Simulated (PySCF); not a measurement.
C4H7BN2, SMILES CB1C=NCN=C1.

The structure is a stationary point at PBE0-D3(BJ)/def2-SVP. This is a generated structure with no PubChem entry under its InChIKey; it may be hypothetical. One conformer was computed; it need not be the lowest.

Two levels are set side by side: PBE/def2-TZVP (PySCF) and M06-2X/def2-TZVP (PySCF). Same geometry, gas phase. Differences are taken from unrounded values.

| quantity | M06-2X | PBE | PBE minus M06-2X |
|---|---|---|---|
| orbital gap (eV) | 6.34 | 1.77 | -4.57 |
| highest occupied level (eV) | -7.88 | -5.11 | 2.77 |
| lowest empty level (eV) | -1.54 | -3.34 | -1.80 |
| dipole moment (D) | 1.63 | 1.21 | -0.42 |
| mean polarisability (bohr³) | 71.9 | 76.0 | 4.1 |

Without exact exchange PBE keeps part of each electron's self-repulsion, which lifts occupied levels and narrows the gap. PBE's more diffuse valence density responds more strongly to a field. Differences between two approximate levels are no errors against the true value.

Rough cost on one machine, each run with all the roots and properties that it gave: M06-2X against PBE about 4 times.
